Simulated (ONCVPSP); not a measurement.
carbon (C): one change to an ONCV potential, before and after

* Element: carbon
* Generator: ONCVPSP 4.0.1
* Type: optimised norm-conserving Vanderbilt (ONCV)
* Functional: PBEsol
* Relativity: scalar-relativistic
* Frozen core: [He]
* Valence charge: 4
* Reference configuration: 2s2 2p2
* Partial waves: 2s: rc 1.15 bohr, ncon 3, nbas 6, qcut 5 1/bohr, 2 projectors, debl 0.8 Ha; 2p: rc 1.80 bohr, ncon 4, nbas 7, qcut 8.8 1/bohr, 2 projectors, debl 3.9 Ha; d scattering state at 0.29 Ha: rc 1.85 bohr, ncon 4, nbas 9, qcut 5 1/bohr, 2 projectors, debl 0.4 Ha
* Local potential: polynomial inside 0.95 bohr (lpopt 5, dvloc0 6 Ha)
* Core correction: Teter function fitted to the true core (icmod 2), fcfact 0.55

All-electron outer shells of the reference configuration (PBEsol, scalar-relativistic, ld1.x):

```tsv
shell	level (eV)	outermost node (bohr)	outermost maximum (bohr)
1s	-272.04	–	0.18
2s	-13.65	0.38	1.22
2p	-5.23	–	1.20
```

Change: all radii but the core radius scaled by about 1.11 (s 1.28, p 2.00, d 2.06 bohr); local potential polynomial inside 1.06 bohr (lpopt 5, dvloc0 6 Ha).

Cutoffs: the cutoffs (Ha) at which the residual kinetic energy of the hardest occupied pseudo-wave falls to 1 and 0.1 mHa per electron; they do not see the model core or the augmentation charge, which bear on the density cutoff. Errors are all-electron minus pseudo energies relative to the spin-unpolarised reference configuration.

Q: How do hardness, ghosts and transferability respond?

A: The potential gets softer (30 Ha and 70 Ha → 18 Ha and 54 Ha); of the 4 tests that both files solve, the error grows in 4 and shrinks in 0 by more than 15 % and 0.3 meV (median size 82.1 → 117.5 meV); neither file shows a bound ghost. A larger radius leaves more room for a smooth pseudo-wave, so fewer plane waves are needed. More of the atom is replaced by a form fitted at one configuration, so other configurations suffer.

| quantity | base | changed |
| --- | --- | --- |
| cutoff, loose | 30 Ha | 18 Ha |
| cutoff, tight | 70 Ha | 54 Ha |
| loose cutoff by channel | s 30 Ha, p 20 Ha | s 15 Ha, p 18 Ha |
| bound ghosts | none | none |
| GHOST(+) flags under 300 eV | none | none |
| error for 2s2 2p1, meV [ΔE 10.79 eV] | +15 | +22 |
| error for 2s2 2p0, meV [ΔE 34.81 eV] | +149 | +213 |
| error for 2s1 2p0, meV [ΔE 82.77 eV] | +316 | +408 |
| error for 2s2 2p1.5, meV [ΔE 3.93 eV] | +2.1 | +3.2 |
| rms error of d²Exc/dni dnj with the model core, mHa | 1.46 | 1.55 |
